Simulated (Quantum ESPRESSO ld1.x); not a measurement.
Coherent X-ray form factor from a spherical all-electron density. Calculated with ld1.x of Quantum ESPRESSO 7.5: Dirac Kohn-Sham, PBE, spin-unpolarised, spherical densities, point nucleus.

sin(theta)/lambda (1/angstrom),f0 (electrons)
0.05,44.351
0.1,42.564
0.15,40.027
0.2,37.158
0.25,34.278
0.3,31.581
0.4,27.049
0.5,23.681
0.6,21.206
0.8,17.697
1,14.880
1.25,11.765
1.5,9.290
2,6.462

The species is in the configuration that NIST lists as its ground one. Which atom or ion scatters so?

Answer. The palladium ion Pd+, [Kr] 4d9. Extrapolating in s^2 from the first two rows gives f0(0) = 44.9, near the electron count 45; among species with that count, the fall with angle is slower the higher Z, and the table is that of Z = 46; from so few rows the species is fixed only to a neighbour or two.
